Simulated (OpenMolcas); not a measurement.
Ti⁺.

| Quantity | Value |
| --- | --- |
| Program | OpenMolcas 26.06 |
| Method | CASSCF |
| Basis | ANO-RCC-VQZP [7s6p4d3f2g1h] |
| Scalar Hamiltonian | DKH2, point nucleus |
| Active space | 3 electrons in 11 orbitals (3d 4s 4d) |
| State averaging | 2S+1 = 4 even, 20 roots; 2S+1 = 2 even, 49 roots kept (CI in the orbitals of an earlier block) |
| Spin-orbit coupling | RASSI with atomic mean-field integrals over the reference wave functions, term energies averaged over their components |

Levels without dynamic correlation, in cm⁻¹ above 3d² 4s ⁴F_3/2:

| Level | E |
| --- | --- |
| 3d² 4s ⁴P_1/2 [69 %] | 12296 |
| 3d² 4s ²F_5/2 | 5984 |
| 3d² 4s ²D_3/2 | 11086 |

On this reference, MS-CASPT2, IPEA 0.25 Eh, imaginary shift 0.1 Eh (closed shells correlated: 3s 3p) puts 3d² 4s ⁴P_1/2 [69 %] at 10190 cm⁻¹.

Task: Estimate the other levels at that method by one scale factor, and say how well it serves.

Result: The factor is 10190 / 12296 = 0.829. Scaled values beside those that MS-CASPT2 gives and measured ones (NIST Handbook of Basic Atomic Spectroscopic Data):
```tsv
Level	Scaled	MS-CASPT2	Miss (%)	Measured
3d² 4s ²F_5/2	4961	4250	+16.7	4629
3d² 4s ²D_3/2	9190	8410	+9.3	8710
```
For these levels the scaled values miss MS-CASPT2 by up to 16.7 %, as correlation changes each term by its own factor, spin-orbit parts do not scale and CASPT2 has its own spread within terms. This holds within one configuration; levels of others move differently, and the target method has errors of its own against measurement.

Term energies are means over components that CASPT2 splits; among the terms shown or strongly mixed into the levels shown the widest spread is 1300 cm-1 (3d² 4s ²F, MS-CASPT2). Terms from blocks run as CI alone lack orbitals of their own. Active for correlation alone: 4d; no level in the range computed is led by a configuration that fills it, so any true level of that kind is missing. Without dynamic correlation excited terms often stand tens of per cent too high (terms of higher spin than the ground term too low), and those without a measured partner can miss by more than the paired ones (holds for CASSCF). Measured partners are found by configuration, term and J. A level has none where our copy of the source lacks it or the pairing is in doubt (some pairs that miss far off the trend of their configuration count as doubtful), and it then counts in no deviation. Only configurations of the active space appear.

A share in square brackets marks a mixed level and gives the weight of the term that names it, the lowest over the columns.
